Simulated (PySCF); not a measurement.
**Basis-set dependence of population analyses: `B[C@H]1C=CC1`**

Compound: C4H7B.
SMILES with atom numbers: `[BH2:1][C@H:2]1[CH:3]=[CH:4][CH2:5]1` (hydrogens: H6, H7 on B1; H8 on C2; H9 on C3; H10 on C4; H11, H12 on C5)

Structure used (PBE0-D3(BJ)/def2-SVP), in Å, numbered top down from 1:
```xyz
12
C4H7B angstrom
B      1.6565   -0.2824    0.5324
C      0.1877   -0.4753    0.0743
C     -1.0291   -0.1741    0.9204
C     -1.6170    0.5738   -0.0260
C     -0.5082    0.3813   -1.0324
H      1.9828   -0.5389    1.6703
H      2.5129    0.0277   -0.2663
H      0.2505   -1.5565   -0.2170
H     -1.3004   -0.4563    1.9414
H     -2.5530    1.1370   -0.0655
H     -0.7810   -0.1679   -1.9492
H      0.0404    1.2920   -1.3253
```

PBE0 throughout (PySCF), one geometry, spherical d and f functions. Isolated species at its PBE0-D3(BJ)/def2-SVP geometry (one conformer only). Atoms taken as equivalent share a column and are averaged. The first 7 of 11 kinds of atom are listed.

Mulliken charges (e):

| basis | functions | B1 | C2 | C3 | C4 | C5 | H6/H7 | H8 |
| --- | --- | --- | --- | --- | --- | --- | --- | --- |
| STO-3G | 32 | +0.171 | -0.162 | -0.089 | -0.093 | -0.145 | -0.044 | +0.089 |
| 6-31G | 59 | +0.228 | -0.403 | -0.113 | -0.163 | -0.356 | -0.037 | +0.193 |
| pcSseg-0 | 59 | +0.307 | -0.754 | -0.160 | -0.220 | -0.457 | +0.015 | +0.283 |
| 6-31G* | 84 | +0.103 | -0.285 | -0.129 | -0.154 | -0.376 | -0.011 | +0.185 |
| cc-pVDZ | 105 | +0.062 | -0.077 | -0.018 | -0.085 | +0.017 | -0.026 | +0.063 |
| def2-SVP | 105 | +0.087 | -0.146 | -0.047 | -0.123 | +0.044 | -0.024 | +0.080 |
| 6-311+G(2d,p) | 177 | -0.029 | +0.263 | -0.346 | +0.083 | -0.568 | -0.002 | +0.143 |
| aug-cc-pVDZ | 178 | -1.263 | +0.465 | +0.269 | +0.255 | +0.576 | +0.613 | -0.294 |
| def2-TZVP | 197 | -0.065 | -0.019 | -0.190 | -0.172 | -0.137 | +0.018 | +0.101 |
| IGLO-III | 245 | +0.161 | -0.078 | -0.149 | -0.062 | -0.224 | -0.048 | +0.103 |
| cc-pVTZ | 248 | -0.045 | -0.002 | -0.191 | -0.138 | -0.142 | +0.014 | +0.088 |

IAO charges (e):

```csv
basis,functions,B1,C2,C3,C4,C5,H6/H7,H8
STO-3G,32,+0.090,-0.262,-0.129,-0.140,-0.248,+0.002,+0.160
6-31G,59,+0.056,-0.252,-0.152,-0.161,-0.268,+0.011,+0.173
pcSseg-0,59,+0.055,-0.265,-0.146,-0.159,-0.272,+0.011,+0.182
6-31G*,84,+0.073,-0.245,-0.145,-0.156,-0.249,+0.003,+0.165
cc-pVDZ,105,+0.058,-0.242,-0.148,-0.159,-0.251,+0.009,+0.169
def2-SVP,105,+0.066,-0.243,-0.144,-0.156,-0.244,+0.005,+0.168
"6-311+G(2d,p)",177,+0.061,-0.248,-0.154,-0.165,-0.257,+0.009,+0.172
aug-cc-pVDZ,178,+0.059,-0.245,-0.154,-0.165,-0.256,+0.009,+0.172
def2-TZVP,197,+0.062,-0.248,-0.153,-0.165,-0.257,+0.008,+0.172
IGLO-III,245,+0.061,-0.248,-0.154,-0.166,-0.258,+0.009,+0.173
cc-pVTZ,248,+0.060,-0.248,-0.153,-0.164,-0.258,+0.009,+0.172
```

Some averages cover members that differ in this geometry, most widely: H6/H7, Mulliken in aug-cc-pVDZ +0.597 to +0.628 e.

Question: Which scheme is steadiest as the basis changes?

Answer: Largest range over the bases for any column: IAO 0.03 e, Mulliken 1.57 e. IAO charges move least and Mulliken charges most, counted in e. Without the minimal STO-3G basis the ranges are IAO 0.03, Mulliken 1.57 e.

Question: How much do the charges still move between the two largest bases, IGLO-III and cc-pVTZ?

Answer: At most, over all atoms: Mulliken 0.205 e, IAO 0.002 e.

Question: What do the same runs give for the total energy, the frontier levels and the dipole moment?

Answer: 
```tsv
basis	energy (Eh)	HOMO (eV)	LUMO (eV)	μ (D)
STO-3G	-178.9958	-5.27	1.73	0.49
6-31G	-181.1172	-6.87	-0.93	0.63
pcSseg-0	-180.7581	-7.23	-1.25	0.54
6-31G*	-181.1626	-6.84	-0.89	0.64
cc-pVDZ	-181.1773	-6.98	-1.17	0.62
def2-SVP	-181.0371	-7.05	-1.20	0.61
6-311+G(2d,p)	-181.2139	-7.09	-1.34	0.60
aug-cc-pVDZ	-181.1850	-7.08	-1.35	0.60
def2-TZVP	-181.2274	-7.08	-1.30	0.62
IGLO-III	-181.2327	-7.09	-1.34	0.60
cc-pVTZ	-181.2246	-7.07	-1.28	0.63
```

The dipole is fixed by the density alone, so its range of 0.15 D shows that the density itself changes with the basis, not only its division among atoms.
